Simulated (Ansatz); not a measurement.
```yaml
crystal:
  periodic: [false, false, false]
  atoms:
    - {symbol: F, position_ang: [0.165121, -1.365087, 1.945627]}
    - {symbol: C, position_ang: [0.016578, -0.708085, 0.800087]}
    - {symbol: C, position_ang: [0.404993, 0.565648, 0.624906]}
    - {symbol: In, position_ang: [-0.222360, 0.652127, -1.363014]}
    - {symbol: S, position_ang: [-0.739510, -1.628942, -0.510558]}
    - {symbol: H, position_ang: [0.870271, 1.171086, 1.390411]}
    - {symbol: H, position_ang: [-0.495073, 1.313243, -2.887459]}
basis:
  gaussian: {orbitals: def2-TZVP}
total_charge: -1
magnetization: {spin_polarized: true, initial_magnetization: 1}
hamiltonian: {xc: {name: PBE}, dispersion: d4}
output: {forces: true}
```

```sh
$ ansatz run in.yaml --threads 2 --pin off --events-out ev --progress --plain --max-ram 22528MiB --backend cpu
```

Output, abridged:

```
Functional definition: PBE
1253 factors; their error is unknown
mean field evaluation 1: about -20810.1495 eV, gradient 5.5e1 eV
mean field evaluation 2: about -20757.5948 eV, gradient 1.1e2 eV
mean field evaluation 4: about -20823.1943 eV, gradient 1.8e1 eV
mean field evaluation 8: about -20824.8698 eV, gradient 3.4e-1 eV
mean field evaluation 16: about -20824.8490 eV, gradient 3.4e-3 eV
mean field -20824.84898641 eV, -765.2990846608 hartree, gradient 4.5e-5 eV, S^2 0.753844; 2 other end points of the search recorded, 0 dependent functions left out
reference -20824.84904084 eV, -765.2990866610 hartree; 31, 30 occupied and 161, 162 virtual orbitals, 1253 factors
Total energy: -20825.07186122 eV, -765.3072751593 hartree
Atom 0 at     0.165121    -1.365087     1.945627 Å, force     0.230305    -1.007626     1.763955 eV/Å
Atom 1 at     0.016578    -0.708085     0.800087 Å, force    -0.364709    -0.006117    -1.096915 eV/Å
Atom 2 at     0.404993     0.565648     0.624906 Å, force     0.072266     0.370868    -0.174355 eV/Å
Atom 3 at    -0.222360     0.652127    -1.363014 Å, force     0.056945     0.888516    -0.768738 eV/Å
Atom 4 at    -0.739510    -1.628942    -0.510558 Å, force    -0.078261    -0.453025     0.243565 eV/Å
Atom 5 at     0.870271     1.171086     1.390411 Å, force     0.132990     0.162267     0.230369 eV/Å
Atom 6 at    -0.495073     1.313243    -2.887459 Å, force    -0.049536     0.045117    -0.197881 eV/Å
Dipole moment:     0.095016     0.203887     0.071298 e Å
```

Hardware: 2 threads of an AMD EPYC 7R13 on a shared host. Wall time 6.5 s, peak host memory 0.37 GiB.
